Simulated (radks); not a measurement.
The numbers below are computed, except where a source is named.
Spherical quantum dot in the effective-mass picture: electrons in a parabolic well V = omega^2 r^2 / 2 with omega = 0.523, all in effective atomic units (hartree* = m*/eps^2 hartree, bohr* = eps/m* bohr), one dielectric constant everywhere. Level of theory: non-relativistic Kohn-Sham, PBE, spin-polarised, spherical densities (a radial shooting solver with Libxc functionals). Levels are named by radial order and angular momentum (1s, 1p, 1d, 2s, ...), and open shells are averaged over m. Results are scaled to m* = 0.038 and eps = 12.4, for which hartree* = 6.725 meV and bohr* = 17.27 nm.

N = 5, configuration 1s2 1p(up 3, down 0). This is the lowest configuration that the search found. Occupied and some empty levels:

level,occupation,eigenvalue (meV),<r> (nm)
1s up,1,17.236,33.89
1s down,1,17.803,32.69
1p up,3,19.494,41.87
1p down,0,20.214,41.89
1d up,0,22.107,48.14
2s up,0,22.802,43.32
1d down,0,22.819,48.74
2s down,0,23.156,43.91
1f up,0,24.944,53.63
1f down,0,25.585,54.42

Energy (meV): total 62.7247, kinetic 13.494, external 25.606, Hartree 33.825, exchange-correlation -10.200.
